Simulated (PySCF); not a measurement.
Species: C8H13ClO.
Numbering: `[CH3:1][CH:2]([CH3:3])[C@@:4]1([CH3:5])[CH2:6][C@@H:7]1[C:8](=[O:9])[Cl:10]`

Geometry (GFN2-xTB, Å), atoms numbered from 1 in this order:
```
atom  x, y, z in Å
C1    -1.370    1.487   -0.536
C2    -0.812    0.102   -0.864
C3    -1.937   -0.932   -0.930
C4     0.265   -0.321    0.129
C5    -0.173   -0.488    1.563
C6     1.365   -1.187   -0.371
C7     1.650    0.288   -0.154
C8     2.514    0.677    0.946
O9     2.807    0.078    1.930
Cl10   3.174    2.318    0.702
H11   -2.043    1.814   -1.325
H12   -1.928    1.471    0.396
H13   -0.566    2.214   -0.445
H14   -0.346    0.151   -1.854
H15   -1.530   -1.929   -1.085
H16   -2.520   -0.932   -0.014
H17   -2.605   -0.699   -1.756
H18   -0.619    0.426    1.944
H19   -0.903   -1.291    1.633
H20    0.672   -0.744    2.195
H21    1.353   -1.534   -1.393
H22    1.831   -1.867    0.326
H23    1.717    0.924   -1.026
```

NICS = −σ at a ghost point: NICS(0) at the centroid of the ring atoms, NICS(1) 1 Å to either side along the normal of their mean plane, zz for the tensor component along that normal. Level: GIAO PBE0/pcSseg-1 (PySCF, non-relativistic, gas phase) on the GFN2-xTB geometry, one conformer.

Ring bond lengths (Å), with Mayer bond orders in brackets: C4–C6 1.486 (0.95), C6–C7 1.518 (0.90), C7–C4 1.539 (0.85).

Problem. What do the NICS probes read (ppm)?

Solution. 
```csv
ring,type,NICS(0),"NICS(1), two faces","NICS(1)zz, two faces",rms pucker (Å),"centre to ring atoms, mean (Å)"
C4–C6–C7,3-membered carbocycle; formal bonds all single,-44.5,-8.3 / -8.4,-19.6 / -20.6,0.00,0.87
```

Problem. What can be read from them?

Solution. 
- C4–C6–C7: mean NICS(1)zz -20.1 ppm, shielded. C4, C6, C7 have four or more neighbours; no verdict on aromaticity is drawn. NICS(0) lies 36 ppm below the mean NICS(1).

Problem. At the first NICS(1) probe listed for ring C4–C6–C7, 1 Å off the ring, what do the in-plane components average?

Solution. The isotropic value is a third of the trace: (3 × -8.3 − (-19.6))/2 = -2.7 ppm.

Problem. What are the shieldings of the ring atoms and their hydrogens in the same run (means over atoms taken as equivalent)?

Solution. 
| atoms | environment | σ isotropic (ppm) |
| --- | --- | --- |
| C4 | three-membered-ring carbon | 142.6 |
| C6 | three-membered-ring carbon | 155.9 |
| C7 | sp3 carbon next to a carbonyl | 146.5 |
| H21 | methylene hydrogen | 30.63 |
| H22 | methylene hydrogen | 30.49 |
| H23 | methine hydrogen | 29.76 |

Time: 5.6 min wall, 3.3 min CPU (grids of density and orbitals included); peak memory 1.1 GiB. Hardware: one thread, Intel Xeon at 2.50 GHz (x86_64), shared host with 64 logical CPUs at a one-minute load of 60. This is the whole shielding run at PBE0/pcSseg-1, SCF included.
